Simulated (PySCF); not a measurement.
GeH2, SMILES [GeH2] (connectivity only; charge and spin as stated), neutral, multiplicity 1.

Geometry optimised at PBE0-D3(BJ)/def2-TZVPD. The isomer is the one that the SMILES or the coordinates give; other isomers of the formula were not compared.

Two levels are set side by side: TDA-PBE/def2-TZVPD (PySCF) and TDA-B3LYP/def2-TZVPD (PySCF). Vertical, same geometry. The lowest singlet is HOMO→LUMO 98 % with PBE and HOMO→LUMO 99 % with the other functional; states are paired by order. Differences are taken from unrounded values.

```tsv
quantity	TDA-B3LYP	TDA-PBE	TDA-PBE minus TDA-B3LYP
lowest singlet excitation (eV)	2.57	2.53	-0.04
lowest triplet excitation (TDA) (eV)	1.41	1.36	-0.05
first bright state (f over 0.05) (eV)	6.12	5.96	-0.16
its oscillator strength	0.22	0.21	-0.01
```

Rough cost on one machine, each run with all the roots and properties that it gave: TDA-B3LYP against TDA-PBE within a factor of 2.
